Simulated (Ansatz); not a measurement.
A run for Ansatz (an electronic-structure program): R-CCSD(T)/aug-cc-pVDZ on HF (SMILES F) with ghost functions.

Ansatz 0.2 input:
```yaml
crystal:
  periodic: [false, false, false]
  atoms:
    - {symbol: F, position_ang: [-0.03245971, -0.01161536, 0.34874149]}
    - {symbol: H, position_ang: [-0.01822541, -0.00444956, 1.28328892]}
basis:
  gaussian:
    orbitals: aug-cc-pVDZ
    ghost_atoms:
      - {symbol: C, position_ang: [0.25506446, -0.53644241, 3.39846812]}
      - {symbol: C, position_ang: [-0.23015274, 0.55913527, 3.39748424]}
      - {symbol: H, position_ang: [0.68601149, -1.50909023, 3.40737860]}
      - {symbol: H, position_ang: [-0.66090610, 1.53188440, 3.40465836]}
magnetization: {spin_polarized: false}
correlation: {method: ccsd_t, electrons: outside_noble_gas}
scf: {lower_state_search: off}
```

The log:

```
WARN ansatz: RAYON_NUM_THREADS=2 ignored (pool sized by the plan → 2); use --threads N
Functional definition: HF
these checks for a lower state are left out or cut short: stability, starts, cluster_reference, orbital_swaps, neighbouring_geometries, increment
integrals: 0.09 GiB planned
713 factors; integrals over basis functions are off by at most 1.2e-3 eV
mean field: 0.12 GiB planned
mean field evaluation 1: about -2721.0497 eV, gradient 2.4e1 eV
mean field evaluation 2: about -2721.0496 eV, gradient 2.4e1 eV
mean field evaluation 4: about -2722.0209 eV, gradient 1.2e0 eV
mean field evaluation 8: about -2722.0257 eV, gradient 5.2e-5 eV
mean field -2722.02573513 eV, -100.0326007108 hartree, gradient 1.1e-6 eV, S^2 0.000000; 0 other end points of the search recorded, 0 dependent functions left out
1 core orbitals not correlated
reference -2722.02573513 eV, -100.0326007108 hartree; 4, 4 occupied and 91, 91 virtual orbitals, 713 factors
second order -6.08872504 eV of doubles, -0.00000000 eV of singles
coupled cluster: 0.32 GiB planned
cycle   1  -6.04969944 eV  change    3.9e-2 eV  update   5.2e-2
cycle   2  -6.16019044 eV  change   -1.1e-1 eV  update   1.3e-2
cycle   3  -6.19013963 eV  change   -3.0e-2 eV  update   6.5e-3
cycle   4  -6.18773732 eV  change    2.4e-3 eV  update   9.2e-4
cycle   5  -6.18712602 eV  change    6.1e-4 eV  update   3.4e-4
cycle   6  -6.18722583 eV  change   -1.0e-4 eV  update   8.3e-5
cycle   7  -6.18722895 eV  change   -3.1e-6 eV  update   2.9e-5
cycle   8  -6.18721496 eV  change    1.4e-5 eV  update   8.8e-6
cycle   9  -6.18721179 eV  change    3.2e-6 eV  update   2.3e-6
perturbative correction -0.11773478 eV, -0.0043266734 hartree
Total energy: -2728.33068170 eV, -100.2643032235 hartree
Checks for a lower state left out: stability, starts, cluster_reference, orbital_swaps, neighbouring_geometries, increment
```

The calculation finished and met its thresholds.

Cost: roughly 3 core-seconds.
